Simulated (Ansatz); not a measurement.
One geometry of trans-Ti(H2O)2F4 (TiO₂F₄H₄), several levels of theory.

```yaml
crystal:
  periodic: [false, false, false]
  atoms:
    - {symbol: F, position_ang: [1.607964, -0.313588, 0.364698]}
    - {symbol: F, position_ang: [-1.830637, 0.138570, 0.543057]}
    - {symbol: F, position_ang: [0.075288, 1.618764, -0.460267]}
    - {symbol: F, position_ang: [-0.374532, -1.824397, -0.423006]}
    - {symbol: O, position_ang: [-0.005779, 0.044289, 2.147861]}
    - {symbol: O, position_ang: [-0.097758, -0.128602, -2.144434]}
    - {symbol: Ti, position_ang: [-0.141343, -0.103407, 0.006564]}
    - {symbol: H, position_ang: [-0.714196, 0.573773, 2.542305]}
    - {symbol: H, position_ang: [0.857046, 0.361568, 2.452195]}
    - {symbol: H, position_ang: [0.211436, -0.970789, -2.508991]}
    - {symbol: H, position_ang: [0.412503, 0.603809, -2.519982]}
basis:
  gaussian: {orbitals: STO-3G}
hamiltonian: {xc: hf}
scf: {omitted_lower_state_checks: [starts]}
output: {orbitals: {seedname: orbitals}}
```

The file start.molden holds the orbitals of an earlier run on this structure, at another level or in another basis.

```sh
$ ansatz run in.yaml --threads 4 --pin off --events-out ev --progress --plain --max-ram 4787MiB
```

It prints (some lines left out):

```
Functional definition: HF
747 factors; integrals over basis functions are off by at most 9.7e-5 eV
mean field evaluation 1: about -37609.5543 eV, gradient 4.3e1 eV
mean field evaluation 2: about -37609.6846 eV, gradient 4.3e1 eV
mean field evaluation 4: about -37616.5356 eV, gradient 2.6e0 eV
mean field evaluation 8: about -37616.5593 eV, gradient 8.6e-5 eV
mean field -37616.55931752 eV, -1382.3830574992 hartree, gradient 1.8e-5 eV, S^2 0.000000; 0 other end points of the search recorded, 0 dependent functions left out
reference -37616.55931752 eV, -1382.3830574992 hartree; 39, 39 occupied and 13, 13 virtual orbitals, 747 factors
Total energy: -37616.55931752 eV, -1382.3830574992 hartree
Checks for a lower state left out: starts
```

Run time 0.25 s (4 threads of Arm Neoverse V1 on a shared host).

The first input with `gaussian: {orbitals: def2-SVP, initial_orbitals: start.molden}`, `hamiltonian: {xc: pbe, dispersion: d4}` (abridged; 1.6 s):

```
Functional definition: PBE
mean field -38115.55017754 eV, -1400.7206333766 hartree, gradient 2.0e-5 eV, S^2 0.000000
Total energy: -38115.75246543 eV, -1400.7280673197 hartree
Checks for a lower state left out: starts
```

The first input with `gaussian: {orbitals: def2-TZVP, initial_orbitals: start.molden}`, `hamiltonian: {xc: pbe0, dispersion: d4}` (abridged; 6.5 s):

```
Functional definition: PBE0
mean field -38137.14693704 eV, -1401.5142996497 hartree, gradient 1.4e-5 eV, S^2 0.000000
Total energy: -38137.31773141 eV, -1401.5205762268 hartree
Checks for a lower state left out: starts
```

As the first input, with `gaussian: {orbitals: def2-SVP, initial_orbitals: start.molden}`, `hamiltonian: {xc: pbe0, dispersion: d4}` (abridged; 2.4 s):

```
Functional definition: PBE0
mean field -38115.41844991 eV, -1400.7157924755 hartree, gradient 4.3e-5 eV, S^2 0.000000
Total energy: -38115.58928560 eV, -1400.7220705713 hartree
Checks for a lower state left out: starts
```

Geometry: r2SCAN-D4/def2-SVP.

No other spin state of charge 0 was run. Another isomer (singlet) lies 0.39 eV lower at PBE0-D4/def2-TZVP; other spin states weren't run for this one.
